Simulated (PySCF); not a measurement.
# Working out the ionisation energy of Cr⁺

Cr⁺ [Ar] 3d5 (6S) → Cr²⁺ [Ar] 3d4 (5D). Computed with PySCF 2.14 in aug-cc-pVDZ (7s6p4d2f, 59 functions), with no relativity, point nucleus. Frozen: [Ar]. Energies in hartree (1 hartree = 27.21139 eV):

```csv
part,Cr⁺ (lower),Cr²⁺ (upper)
UHF,-1043.137869,-1042.579788
MP2 opposite-spin,0.000000,0.000000
MP2 same-spin,-0.065700,-0.031720
```

Q: What does Hartree-Fock give?

A: (-1042.579788) − (-1043.137869) = 0.558081 hartree = 15.186 eV.

Q: What do MP2 and SCS-MP2 (6/5 opposite-spin, 1/3 same-spin) give?

A: The opposite-spin parts differ by 0.000 eV and the same-spin parts by 0.925 eV. MP2: 15.186 + (0.000) + (0.925) = 16.111 eV. SCS-MP2: 15.186 + 1.2 × (0.000) + (0.925)/3 = 15.494 eV.

Reference: 16.486 eV (measured; NIST Atomic Spectra Database, ionization energies), between the lowest levels; spin-orbit coupling is absent from the calculation.

The calculation is non-relativistic.

A double-zeta basis recovers only part of the correlation energy.

What remains against the reference includes basis incompleteness, the frozen core and correlation beyond second order.
